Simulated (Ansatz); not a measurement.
Compare A (`NC[SiH](O)F`) with its isomer B (`NC(F)O[SiH3]`).

Gas-phase electronic energies from Ansatz, PBE0-D4/def2-TZVP geometries. CBS: MP2 limit from def2 TZ/QZ plus the TZ coupled-cluster correction, frozen cores. DFT in def2-TZVPP. B3LYP here is the variant with VWN-RPA as its local correlation; programs differ in this. One conformer a species, not always the lowest.

A:

```xyz
11

N     1.2880   -0.6295    0.3104
C    -0.0892   -0.3884    0.7610
Si   -0.9476    0.7290   -0.4858
O    -0.1190    0.5648   -1.8793
F    -2.4579    0.2346   -0.6498
H     1.8742    0.1750    0.4964
H     1.7015   -1.4103    0.8042
H    -0.6319   -1.3390    0.7217
H    -0.1772   -0.0271    1.7944
H    -1.0462    2.1580   -0.1139
H     0.6053   -0.0671   -1.7593
```

B:

```xyz
11

N    -0.472    0.738   -1.856
C     0.078   -0.060   -0.849
F     1.437    0.243   -0.600
O    -0.606    0.142    0.318
Si   -0.101   -0.446    1.787
H    -0.512    1.708   -1.571
H     0.033    0.645   -2.726
H     0.092   -1.114   -1.151
H     0.979    0.384    2.371
H    -1.302   -0.395    2.650
H     0.374   -1.846    1.627
```

Which isomer does CCSD(T)/CBS put lower? Give the gap. (Estimate.)

The calculation gave: A, by 56.8 kcal/mol.

Give E(B) − E(A) in kcal/mol with PBE-D4, LDA (SPW92), B3LYP, r2SCAN-D4, CCSD(T)/def2-SVP, B2PLYP, BLYP-D4. (Best estimate.)

Computed: PBE-D4 52.1, LDA (SPW92) 51.1, B3LYP 52.5, r2SCAN-D4 53.4, CCSD(T)/def2-SVP 43.6, B2PLYP 54.3, BLYP-D4 52.1. None reverses the order clearly.

Does the order hold for the free energy at 298.15 K (harmonic terms from PBE0-D4)? (An estimate is asked.)

Ansatz gave: Yes: G(B) − G(A) = +54.0 kcal/mol, for one conformer each. Modes under 60 cm⁻¹, often nearly free rotors, make the harmonic entropy too high.

Largest T1 diagnostic: 0.012.

From PBE to PBE0 (25 % exact exchange), in def2-TZVPP and without D4, E(B) − E(A) moves by +1.2 kcal/mol. In def2-TZVPP, CCSD(T) changes the Hartree–Fock value by +4.2 kcal/mol (the triples alone add −0.1 kcal/mol) and MP2 by +7.2 kcal/mol.
